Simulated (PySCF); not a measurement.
A side-by-side comparison of computed properties.

First species: C₄H₉NP₂Si.
Numbering: `[N:1]#[C:2][CH2:3][CH2:4]/[P:5]=[P:6]/[CH2:7][SiH3:8]` (hydrogens: H9, H10 on C3; H11, H12 on C4; H13, H14 on C7; H15, H16, H17 on Si8)

Second species: TMS-CH2F, C₄H₁₁FSi.
InChI=1S/C4H11FSi/c1-6(2,3)4-5/h4H2,1-3H3

Levels: wB97X-D/def2-SVPD for dipole moment, HOMO energy, LUMO energy, HOMO–LUMO gap, static isotropic polarisability and electronic spatial extent ⟨r²⟩ about the centre of nuclear charge; TDDFT wB97X-D/def2-SVPD for lowest singlet excitation; TDA wB97X-D/def2-SVPD for lowest triplet excitation (Tamm–Dancoff); GFN2-xTB for rotational constant A and rotational constant C. Geometries: GFN2-xTB. All species are isolated and taken at one optimised geometry, non-relativistic unless stated; the electronic structure was computed with PySCF and density fitting.

The conformers computed, where there is a choice (atom-mapped SMILES and torsion angles):
- `[N:1]#[C:2][CH2:3][CH2:4]/[P:5]=[P:6]/[CH2:7][SiH3:8]`: C2–C3–C4–P5 -56°, C3–C4–P5–P6 -30°, P5–P6–C7–Si8 82°
- `[CH3:1][Si:2]([CH3:3])([CH3:4])[CH2:5][F:6]`: C1–Si2–C5–F6 -60°

Values for the first species:

- Dipole moment: 3.52 D
- HOMO energy: -8.76 eV
- LUMO energy: -0.99 eV
- HOMO–LUMO gap: 7.77 eV
- Lowest singlet excitation: 3.13 eV
- Lowest triplet excitation (Tamm–Dancoff): 2.01 eV
- Static isotropic polarisability: 129.8 au
- Electronic spatial extent ⟨r²⟩ about the centre of nuclear charge: 2134 bohr²
- Rotational constant A: 2.674 GHz
- Rotational constant C: 0.532 GHz

Question: Estimate the same properties for the second species, and the change in each.

Answer: 
```json
{"property": "dipole moment", "first": "3.52 D", "second": "1.94 D", "second less first": "-1.58 D"}
{"property": "HOMO energy", "first": "-8.76 eV", "second": "-9.91 eV", "second less first": "-1.15 eV"}
{"property": "LUMO energy", "first": "-0.99 eV", "second": "2.11 eV", "second less first": "+3.10 eV"}
{"property": "HOMO–LUMO gap", "first": "7.77 eV", "second": "12.02 eV", "second less first": "+4.25 eV"}
{"property": "lowest singlet excitation", "first": "3.13 eV", "second": "7.87 eV", "second less first": "+4.74 eV"}
{"property": "lowest triplet excitation (Tamm–Dancoff)", "first": "2.01 eV", "second": "7.38 eV", "second less first": "+5.37 eV"}
{"property": "static isotropic polarisability", "first": "129.8 au", "second": "76.0 au", "second less first": "-53.8 au"}
{"property": "electronic spatial extent ⟨r²⟩ about the centre of nuclear charge", "first": "2134 bohr²", "second": "874 bohr²", "second less first": "-1260 bohr²"}
{"property": "rotational constant A", "first": "2.674 GHz", "second": "2.973 GHz", "second less first": "+0.299 GHz"}
{"property": "rotational constant C", "first": "0.532 GHz", "second": "1.817 GHz", "second less first": "+1.285 GHz"}
```

On the first: The polarisability is 19.24 Å³ as a volume (1 au = 0.148185 Å³), or 1.55 au for each of the 84 electrons. 1 of the 8 computed singlets lies in the visible range (750 to 380 nm, 1.65 to 3.26 eV), with an oscillator strength of 0.001.

On the second: In atomic units the dipole is 0.76 e·bohr (1 au = 2.5417 D). The 8 singlets span 7.87 to 9.20 eV, and their oscillator strengths add up to 0.35.
